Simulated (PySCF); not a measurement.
C₂H₃F₂GaO₂, SMILES CC(=O)[O][Ga]([F])[F].

Geometry: B3LYP-D3(BJ)/def2-SVP. Other conformers were not sampled.

Two levels are set side by side: TDA-PBE/def2-SVPD (PySCF) and TDA-CAM-B3LYP/def2-SVPD (PySCF). Vertical, same geometry. The lowest singlet is HOMO→LUMO 99 % with PBE and HOMO→LUMO+1 96 % with the other functional; states are paired by order. Differences are taken from unrounded values.

| quantity | TDA-PBE |
|---|---|
| lowest singlet excitation (eV) | 5.95 |
| lowest triplet excitation (TDA) (eV) | 5.60 |
| first bright state (f over 0.05) (eV) | 7.15 |
| its oscillator strength | 0.15 |

Question: These are the TDA-PBE values. What does TDA-CAM-B3LYP give? (The exact figures need the calculation; the answer reports its results.)

Answer: 
```csv
quantity,TDA-CAM-B3LYP,TDA-PBE minus TDA-CAM-B3LYP
lowest singlet excitation (eV),6.55,-0.60
lowest triplet excitation (TDA) (eV),5.96,-0.36
first bright state (f over 0.05) (eV),8.47,-1.32
its oscillator strength,0.15,-0.01
```

Functionals without exact exchange tend to place singlet excitations lower, as here. Differences between two approximate levels are no errors against the true value.

Rough cost on one machine, each run with all the roots and properties that it gave: TDA-CAM-B3LYP against TDA-PBE about 6 times.
